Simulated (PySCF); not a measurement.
Frontier orbitals and the lowest excitations

Compound: C₆H₈O.
Numbering: `[OH:1][C@@H:2]1[C@H:3]2[CH:4]=[CH:5][CH2:6][C@@H:7]12` (hydrogens: H8 on O1; H9 on C2; H10 on C3; H11 on C4; H12 on C5; H13, H14 on C6; H15 on C7)

Method used: TDDFT B3LYP/def2-SVPD, vertical, gas phase, core orbitals frozen in the response in PySCF 2.14.0, density-fitted response routines. Geometry: PBE0-D3(BJ)/def2-SVP, one conformer, isolated molecule.

Frontier orbitals with the atoms that hold most of them (Löwdin shares over 4%, at most four atoms; ? is withheld):

| orbital | ε (eV) | atoms |
| --- | --- | --- |
| HOMO-3 | -9.71 | C5 22%, C6 20%, C7 12%, O1 11% |
| HOMO-2 | -8.17 | C3 22%, O1 16%, C4 16%, C7 9% |
| HOMO-1 | -7.51 | ? |
| HOMO | -6.26 | ? |
| LUMO | ? | C4 32%, C5 31%, C6 6%, H11 6% |
| LUMO+1 | 0.34 | O1 28%, H8 22%, H15 14%, C7 9% |
| LUMO+2 | 0.78 | C5 15%, C6 15%, H13 12%, H14 9% |

(1) Which atoms hold the HOMO, and with what shares?

(2) Give the leading atoms of the HOMO-1.

(3) What is the LUMO energy, and the HOMO–LUMO gap?

Answers

(1) C5 (bonded to 2 C and H) 20%; O1 (bonded to C and H) 16%; C4 (bonded to 2 C and H) 16%; C2 (bonded to 2 C, O and H) 14%. By element: carbon 49% or more, oxygen 16%.

(2) C7 (bonded to 3 C and H) 27%; O1 (bonded to C and H) 20%; C2 (bonded to 2 C, O and H) 12%; C3 (bonded to 3 C and H) 11%. By element: carbon 51% or more, oxygen 20%.

(3) ε(LUMO) = -0.02 eV; the gap is 6.23 eV (0.2291 hartree).

Problem. How does S1 compare with the orbital gap of 6.23 eV?

Solution. S1 is at 5.63 eV (f = 0.074), 0.60 eV below the gap, made of HOMO→LUMO (66%), HOMO→LUMO+1 (28%). Without the coupling terms of the response equations the lowest excitation would equal the gap.

Problem. One configuration dominates each of S5 and S7. Which, and how do the shares of the two leading atoms of either orbital change from the occupied to the empty one?

Solution. 
- S5 (6.55 eV, f 0.012), HOMO-1→LUMO (85%): C7 27% → at most 6%, O1 20% → at most 6%, C4 at most 12% → 32%, C5 at most 12% → 31%
- S7 (6.88 eV, f 0.0025), HOMO-1→LUMO+1 (96%): C7 27% → 9%, O1 20% → 28%, H8 at most 12% → 22%

Löwdin shares depend on the basis, the more so with diffuse functions.
